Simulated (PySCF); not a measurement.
Gas-phase reaction: 2 TiCl₄ + 2 H + 2 NH ⇌ 2 TiCl₃NH₂ + Cl₂. Level: M06-2X/def2-TZVP†; standard pressure 1 bar.

Computed with PySCF and rigid-rotor harmonic-oscillator thermochemistry at 1 bar. † marks an energy on the PBE0/def2-TZVP geometry and frequencies. Open shells (unrestricted): H (multiplicity 2), NH (multiplicity 3); the rest are closed-shell singlets. TiCl₃NH₂: computed as isolated molecules; such fragments, hydroxides, amides, oligomers or adducts are transient or little studied in the gas. The harmonic model lacks anharmonicity and excited electronic states, which grow with temperature; levels with a mode under 35 cm⁻¹ are left out. Soft modes under 120 cm⁻¹ make the harmonic entropy rough for TiCl₄, TiCl₃NH₂.

```
T (K)  1000/T (1/K)  log10 K
-----  ------------  -------
1000         1.0000    33.51
1200         0.8333        ?
1400         0.7143    19.27
1600         0.6250    14.83
1800         0.5556    11.37
2000         0.5000     8.62
```

Task: Fit log10 K = a + b·(1000/T) to the five rows, get the mean ΔH° and ΔS°, and predict log10 K at 1200 K.

Result: Means: 1000/T = 0.6790, log10 K = 17.520. Sums of products about the means: Sxy = 7.69183, Sxx = 0.154472, so b = Sxy/Sxx = 49.79 and a = 17.520 − (49.79)×0.6790 = -16.29.
ΔH° = −R ln 10 × 1000 K × b = −19.145 × (49.79) = -953 kJ; ΔS° = R ln 10 × a = -312 J/K. The run's own values go from -954 kJ and -313 J/K at 1000 K to -949 kJ and -309 J/K at 2000 K.
Prediction at 1200 K: -16.29 + (49.79)×0.8333 = 25.20. The computed value is 25.20, 0.00 from the line.
For scale, ΔH°(298 K) is -945 kJ at this level, -944 kJ at ωB97M-V/def2-TZVP†, and runs from -1146 to -490 kJ over the 17 levels computed.
